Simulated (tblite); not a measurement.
Species: C₄H₈OSSi.
Structure used (GFN2-xTB), in Å, numbered top down from 1:
```
atom  x, y, z in Å
C1     2.842   -0.927   -0.462
C2     2.367    0.167    0.102
O3     1.083    0.578    0.084
Si4   -0.283   -0.056   -0.516
S5    -0.547   -2.055    0.274
C6    -1.604    1.092    0.152
C7    -2.811    1.212   -0.377
H8     2.205   -1.607   -0.999
H9     3.884   -1.175   -0.389
H10    2.993    0.859    0.653
H11   -0.249   -0.178   -1.971
H12   -1.859   -2.105    0.109
H13   -1.360    1.675    1.032
H14   -3.104    0.657   -1.253
H15   -3.561    1.871    0.032
```

Level: GFN2-xTB in tblite, geometry and Hessian alike; calculated harmonic values, unscaled, isolated species. Against measured fundamentals such values can be off by several per cent, at times by over 20. Modes of hydrogen on silicon and sulfur can be 10 to 20 % off. One conformer, not necessarily the lowest.

Harmonic wavenumbers (cm⁻¹): 37.1, 52.9, 86.7, 109.8, 136.1, 150.9, 204.7, 224.3, 324.0, 459.1, 517.3, 521.4, 660.4, 668.1, 678.1, 699.8, 740.4, 779.7, 842.9, 921.0, 990.0, 996.4, 1009.5, 1024.0, 1192.9, 1260.8, 1291.8, 1385.0, 1423.3, 1675.6, 1702.6, 2269.9, 2481.2, 3037.7, 3038.6, 3082.1, 3101.7, 3125.4, 3166.1.

A = 2609, B = 1227, C = 892.7 MHz; mass 132.007 u (most abundant isotopes); point group C1, symmetry number 1.

**Question.** Zero-point energy?

**Answer.** ½Σν̃ = 23035 cm⁻¹ = 65.86 kcal/mol.

**Question.** Give the ideal-gas entropy at 298.15 K and 1 bar in the rigid-rotor, harmonic-oscillator model (classical rotation).

**Answer.** Translation 40.57, rotation 29.11, vibration 32.58: S = 102.3 cal/(mol K).

**Question.** And Cp and H(298.15 K) − H(0)?

**Answer.** Cp = 36.95 cal/(mol K), of which vibrations give 29.00 (their classical limit is 39 R = 77.5); H(298.15 K) − H(0) = 7.15 kcal/mol without the zero-point energy, 4.78 from vibrations.

**Question.** What must be added to the electronic energy to get the Gibbs energy at 298.15 K and 1 bar?

**Answer.** ZPE + [H(298.15 K) − H(0)] − T·S = 65.86 + 7.15 − 30.49 = 42.52 kcal/mol.

**Question.** Which modes carry the vibrational entropy at 298.15 K?

**Answer.** 37.1 cm⁻¹: 5.41; 52.9 cm⁻¹: 4.71; 86.7 cm⁻¹: 3.73; 109.8 cm⁻¹: 3.27; 136.1 cm⁻¹: 2.86; 150.9 cm⁻¹: 2.66 cal/(mol K); the other 33 give 9.94 together.

Hindered rotation and anharmonicity are outside this model. Other conformers, if any are populated, would add a mixing term that is left out. The structure is chiral; the term R ln 2 for an equal mix with its mirror image is left out.

Time: 1.8 s. Hardware: one thread, Intel Xeon at 2.50 GHz (x86_64), shared host. This covers the Hessian and the dipole derivatives.
